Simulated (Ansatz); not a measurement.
Cartesian coordinates in Å:
```
C -1.859 0.631 1.044
S -0.966 -0.697 0.212
B 0.601 -0.028 -0.280
C 1.620 -0.934 -1.034
Br 1.074 1.806 0.100
H -2.821 0.220 1.348
H -2.017 1.468 0.366
H -1.311 0.968 1.921
H 1.864 -0.497 -2.007
H 2.561 -0.986 -0.478
H 1.255 -1.951 -1.193
```

Charge 0, multiplicity 1.

(1) List the PBE/def2-TZVPP orbital energies in eV (Ansatz 0.2.0). (Estimate.)

Results:

(1) The calculation gave: Occupied: -13088.81, -2396.03, -1681.93, -1516.30, -1516.25, -1516.23, -269.79, -268.50, -228.71, -208.98, -178.30, -170.87, -170.71, -170.65, -155.13, -154.99, -154.95, -67.54, -67.51, -67.46, -67.34, -67.34, -20.00, -19.18, -17.45, -16.07, -11.71, -10.74, -10.71, -10.53, -9.97, -9.17, -8.53, -7.69, -7.59, -6.75, -6.40. Lowest empty: -1.71, -0.49, 0.27, 1.04, 1.58, 1.80, 1.93, 2.12.
